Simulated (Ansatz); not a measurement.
Species: sum formula H$_{7}$Si$_{2}$N$_{2}$O (charge 0, doublet). It need not be the lowest isomer of its formula. 
Coordinates optimised at B3LYP-D3(BJ)/def2-TZVP (Ansatz, a program for electronic structure):
```xyz
12

N      1.2114     1.6992    -0.0968
Si     1.6224     0.0007    -0.0308
O      0.2797    -0.8880    -0.2528
Si    -1.3586    -0.6573    -0.2893
N     -1.9577     0.4558     0.8589
H      2.0100     2.3283     0.0145
H      2.2129    -0.2888     1.3001
H      2.5988    -0.3118    -1.1025
H     -1.6924    -0.1646    -1.6403
H     -1.9695    -1.9694    -0.0021
H     -2.1415     0.1827     1.8107
H     -1.7253     1.4348     0.7892
```
Charge 0, spin multiplicity 2.

Dipole moments at this geometry, in debye (magnitudes).

| level | program | dipole (D) |
|---|---|---|
| SVWN5/def2-TZVPD | Ansatz | 1.88 |
| PBE/def2-TZVPD | Ansatz | 1.87 |
| revPBE/def2-TZVPD | Ansatz | 1.87 |
| B3LYP/def2-TZVPD | Ansatz | 1.95 |
| PBE0/def2-TZVPD | Ansatz | 1.97 |
| r2SCAN0/def2-TZVPD | Ansatz | 2.01 |
| HSE06/def2-TZVPD | Ansatz | [?] |
| LC-wPBE/def2-TZVPD | Ansatz | 2.05 |
| wB97X-V/def2-TZVPD | Ansatz | 2.00 |
| CCSD(T)/aug-cc-pV(D+d)Z | Ansatz | [?] |

Task: Complete the blanks.

Result: 
- HSE06/def2-TZVPD, dipole (D): 1.96
- CCSD(T)/aug-cc-pV(D+d)Z, dipole (D): 1.94
